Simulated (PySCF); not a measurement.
**Broadened absorption spectrum of C8H10S**

Compound: C₈H₁₀S.
SMILES: `C(#C)[C@@]1(SC1)C1CCC1`

The calculation used PySCF 2.14.0, density-fitted response routines, TDDFT wB97X-D/def2-SVPD, vertical, gas phase, core orbitals frozen in the response. Isolated species at its PBE0-D3(BJ)/def2-SVP geometry (one conformer only). Torsions of this conformer, `[CH:1]#[C:2][C@@:3]1([CH:4]2[CH2:5][CH2:6][CH2:7]2)[CH2:8][S:9]1`: C2–C3–C4–C5 -71°.

Computed states:

| state | E (eV) | f |
| --- | --- | --- |
| S1 | 4.61 | 0.0039 |
| S2 | 6.01 | 0.018 |
| S3 | 6.13 | 0.037 |
| S4 | 6.31 | 0.047 |
| S5 | 6.40 | 0.0036 |
| S6 | 6.94 | 0.025 |

Each state is given a Gaussian of 0.4 eV full width at half maximum, with ε(max) = 2.175×10⁸ f / Δν̃ (Δν̃ the width in cm⁻¹). The cross-section is σ = 3.8235×10⁻²¹ ε cm², given in Mb (10⁻¹⁸ cm²). The width is an assumption, not a result. The curve ends short of the highest state used, and states not computed would add to its high-energy end.

Question: What does the envelope look like, and where are its maxima?

Answer: 
```
λ (nm)  σ (Mb)
 195.7   18.19
 197.8   20.75
 199.8   21.55
 201.9   20.67
 203.9   18.50
 206.0   15.30
 208.1   11.73
 210.1    8.46
 212.2    5.56
 214.2    3.45
 216.3    1.94
 218.4    1.01
 220.4    0.50
 222.5    0.23
 224.5    0.10
 226.6    0.04
 228.7    0.01
 230.7    0.01
 232.8    0.00
 234.8    0.00
 236.9    0.00
 239.0    0.00
 241.0    0.01
 243.1    0.02
 245.1    0.03
 247.2    0.06
 249.2    0.10
 251.3    0.17
 253.4    0.26
 255.4    0.36
 257.5    0.49
 259.5    0.63
 261.6    0.76
 263.7    0.87
 265.7    0.95
 267.8    1.00
 269.8    1.00
 271.9    0.96
 274.0    0.88
 276.0    0.78
 278.1    0.66
 280.1    0.55
 282.2    0.44
 284.3    0.33
 286.3    0.25
 288.4    0.18
 290.4    0.13
 292.5    0.09
 294.5    0.06
 296.6    0.04
 298.7    0.02
 300.7    0.02
 302.8    0.01
 304.8    0.01
 306.9    0.00
 309.0    0.00
```

Maxima: 269 nm (4.61 eV), ε about 260, made up of S1 (100%); 200 nm (6.21 eV), ε about 5600, made up of S2 (11%), S3 (40%) and S4 (47%) (ε in L mol⁻¹ cm⁻¹; maxima over ε = 5, shares over 10%).

Question: Coming from long wavelengths, where does ε first pass 100 L mol⁻¹ cm⁻¹?

Answer: At about 283 nm (4.38 eV), 0.23 eV below S1.

Question: On this curve, what absorbance would a 10⁻³ mol/L sample give at 280 nm over a 1 cm path?

Answer: 280 nm is 4.428 eV, where ε is about 150 L mol⁻¹ cm⁻¹, so A = ε c l ≈ 0.15 (Beer–Lambert, with the gas-phase spectrum and the assumed width).

Question: What would ε be at 6.21 eV, the highest of these maxima, with half the width (0.2 eV)?

Answer: About 6540 L mol⁻¹ cm⁻¹ against 5640, a factor of about 1.2; a lone state at its own centre would give exactly 2.

Cost: about 3 min of CPU time on one thread; the machine was shared, so the figure is rough.
